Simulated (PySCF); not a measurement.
## Polarisability and C₆ of Pt⁺ (platinum, charge +1)

[Xe] 4f14 5d9, 2D determinant. Computed with PySCF 2.14 in aug-cc-pVTZ-PP with one added diffuse shell each of s, p, d, f, g type with ECP60MDF (7s7p6d4f3g, 113 functions), with scalar relativity through the core potential. Coupled (time-dependent) response in atomic units; α is the mean over directions.

| method | mean α (bohr³) | α xx, yy, zz | C₆ (like pair) | S(−4) |
| --- | --- | --- | --- | --- |
| UHF | 14.76 | 14.48, 14.48, 15.34 | 108.8 | 66.94 |
| PBE | 17.16 | 17.11, 17.11, 17.27 | 130.0 | 98.11 |

S(−4) is the Cauchy moment in α(ω) = α(0) + S(−4) ω² + …

Spin-orbit coupling is absent.

α(iu) at UHF:

| u (hartree) | α(iu) (bohr³) |
| --- | --- |
| 0 | 14.76 |
| 0.0500 | 14.60 |
| 0.100 | 14.14 |
| 0.200 | 12.72 |
| 0.300 | 11.17 |
| 0.500 | 8.639 |
| 0.750 | 6.524 |
| 1.00 | 5.106 |
| 1.50 | 3.362 |
| 2.00 | 2.369 |
| 3.00 | 1.341 |
| 5.00 | 0.5855 |

A single London oscillator, α(iu) = α/(1 + u²/ω²), gives C₆ = (3/4) ω α². Matching the computed C₆ needs ω = 4 × 108.8 / (3 × 14.76²) = 0.666 hartree.

For an ion, C₆ is the dispersion term alone; charge-induced terms of lower order in 1/R come first.

The components differ because the open shell of this determinant is not spherical; for a pure term their mean is the scalar polarisability.

Energies and moments cover only the electrons outside the core potential. Spin-orbit coupling, absent here, splits the open shell strongly. ⟨S²⟩ = 0.92 against 0.75 shows spin contamination.
